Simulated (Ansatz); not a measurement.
Program: Ansatz. Geometries: PBE0-D4/def2-TZVP. ΔE: electronic, gas phase. CCSD(T)/CBS is the MP2 limit (def2-TZVPP, def2-QZVPP) plus CCSD(T) − MP2 in def2-TZVPP, frozen cores. Functionals use def2-TZVPP. B3LYP here is the variant with VWN-RPA as its local correlation; programs differ in this. Each species was taken in one conformer, which may not be the lowest.

`C=C1O[SiH]1OC` → `C=COC(=O)[SiH3]`  (isomerisation)

| level | ΔE (kJ/mol) |
| --- | --- |
| B3LYP-D4 | 70.5 |
| ωB97M-V | 81.7 |
| B2PLYP | 77.1 |
| r2SCAN | 80.5 |
| HF/def2-TZVPP | 60.3 |
| CCSD/def2-TZVPP | 80.3 |
| HF/def2-QZVPP | 63.4 |
| CCSD/CBS(def2) | 88.4 |

Problem. What does CCSD(T)/CBS give? (Best estimate.)

Solution. Ansatz gave: +86.0 kJ/mol. The listed levels differ from it by -15.5, -4.3, -8.9, -5.5, -25.7, -5.7, -22.6, 2.4 kJ/mol.

Largest T1 diagnostic among the species: 0.016.

From PBE to PBE0 (25 % exact exchange), in def2-TZVPP and without D4, ΔE moves by +9.4 kJ/mol. In def2-TZVPP, CCSD(T) changes the Hartree–Fock value by +17.7 kJ/mol (the triples alone add −2.3 kJ/mol) and MP2 by +32.7 kJ/mol.

CCSD(T)/CBS has its own doubt, a few kJ/mol and more with outer-core shells, so smaller differences from it don't rank the levels.
